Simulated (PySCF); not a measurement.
Mayer bond orders and bond lengths

C7H8FNSi.
SMILES with atom numbers: `[CH:1]#[C:2][CH2:3][Si@:4]1([F:5])[CH2:6][C@@H:7]([C:8]#[N:9])[CH2:10]1` (hydrogens: H11 on C1; H12, H13 on C3; H14, H15 on C6; H16 on C7; H17, H18 on C10)

Cartesian coordinates in Å at the GFN2-xTB level; atoms count from 1:
```
atom  x, y, z in Å
C1     2.831    0.982   -1.064
C2     2.460    0.042   -0.423
C3     1.976   -1.079    0.348
Si4    0.095   -1.011    0.609
F5    -0.291   -2.324    1.484
C6    -1.062   -0.628   -0.856
C7    -1.382    0.767   -0.252
C8    -2.789    1.040   -0.195
N9    -3.915    1.229   -0.131
C10   -0.739    0.614    1.154
H11    3.187    1.794   -1.624
H12    2.241   -2.006   -0.164
H13    2.481   -1.090    1.317
H14   -1.948   -1.259   -0.898
H15   -0.649   -0.573   -1.859
H16   -0.890    1.560   -0.820
H17   -0.120    1.462    1.434
H18   -1.495    0.487    1.927
```

Bond orders from the PBE0/pcSseg-1 density (PySCF). Geometry: GFN2-xTB, one conformer, isolated molecule.

**Question.** Where do the orders between heavy atoms depart from those drawn in the SMILES?

**Answer.** The largest departure is 0.448, at C1–C2 (drawn triple, 2.552). Drawn single, order below 0.88: C3–Si4 (0.864). Drawn double or triple, more than 0.30 short of the drawn order: C1–C2 (2.552).

**Question.** Give the Mayer order of every bond between heavy atoms, beside its length.

**Answer.** 
| bond | drawn as | length (Å) | Mayer order |
| --- | --- | --- | --- |
| C1–C2 | triple | 1.197 | 2.552 |
| C2–C3 | single | 1.444 | 1.081 |
| C3–Si4 | single | 1.900 | 0.864 |
| Si4–F5 | single | 1.624 | 0.966 |
| Si4–C6 | single | 1.906 | 0.905 |
| C6–C7 | single | 1.554 | 0.958 |
| C7–C8 | single | 1.434 | 0.986 |
| C8–N9 | triple | 1.144 | 3.068 |
| C7–C10 | single | 1.554 | 0.958 |
| C10–Si4 | single | 1.906 | 0.905 |

Bonds between the same two heavy elements. C–C: lowest C6–C7 and C7–C10 (0.958, 1.554 Å), highest C1–C2 (2.552, 1.197 Å); in 1 of the 10 pairs the longer bond (by over 0.003 Å) has the higher order (by 0.02 or more). C–Si: lowest C3–Si4 (0.864, 1.900 Å), highest Si4–C6 and C10–Si4 (0.905, 1.906 Å); in 2 of the 3 pairs the longer bond (by over 0.003 Å) has the higher order (by 0.02 or more). Bonds named together lie within 0.004.

**Question.** And the bonds to hydrogen?

**Answer.** C–H: 0.91 to 1.15 (8 bonds).

**Question.** Sum the orders of all bonds at each heavy atom with more than one neighbour and set the sums beside the valence in the SMILES.

**Answer.** C1 3.699 (drawn 4), C2 3.633 (drawn 4), C3 3.767 (drawn 4), Si4 3.640 (drawn 4), C6 3.742 (drawn 4), C7 3.817 (drawn 4), C8 4.054 (drawn 4), C10 3.742 (drawn 4). Orders between atoms that aren't bonded are not in these sums.

Mayer orders depend on the basis set.
